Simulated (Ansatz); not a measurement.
Born–Oppenheimer molecular dynamics of BClFH3O (7 atoms, charge 0, multiplicity 1). It starts at the highest image of a converged band. Of that band: Neighbouring images differ by up to 1.2 eV, so the band resolves the path poorly. A vibrational analysis at the climbing image gives one clearly imaginary mode, 996i cm⁻¹: a first-order saddle point.

All numbers below come from RHF/cc-pVDZ in Ansatz 0.2.0.

| Item | Value |
| --- | --- |
| ensemble | NVE (velocity Verlet) |
| time step | 0.5 fs |
| steps asked | 200 |
| starting velocities drawn for | 300 K |
| seed | 11717 |

First frame:

```xyz
7
Properties=species:S:1:pos:R:3
B 0.030 -0.033 0.130
O -0.059 0.035 1.605
H -0.928 -0.179 1.931
F 1.240 -0.267 -0.302
H -0.954 -0.238 -0.493
Cl 0.002 2.425 0.515
H 0.021 1.141 1.572
```

How far do the bonds stretch over the last three quarters of this one trajectory? (Pairs bonded in most of those frames.)


```csv
bond,mean (Å),spread (Å),shortest,longest
B1–O2,1.350,0.018,1.31,1.38
B1–F4,1.331,0.021,1.29,1.37
B1–H5,1.202,0.048,1.13,1.28
O2–H3,0.949,0.005,0.94,0.96
Cl6–H7,1.299,0.075,1.19,1.40
```

Mean temperature of the second half: 2000 K. The conserved energy stayed within 0.48 meV per atom of its start (net change 0.32 meV per atom), so the integration is sound. The kinetic energy rose, since the run started high on the potential surface and went downhill. It ends in pieces (BFH2O + ClH), so much of that is their flight and rotation, not heat. A run of 0.1 ps of so small a system gives no equilibrium averages. The orbitals stay closed-shell, which can raise the energy where a bond breaks towards radicals; this wasn't checked here.

The run took 4 min on 1 thread of Arm Neoverse V1 (shared host), peak memory 0.15 GiB.
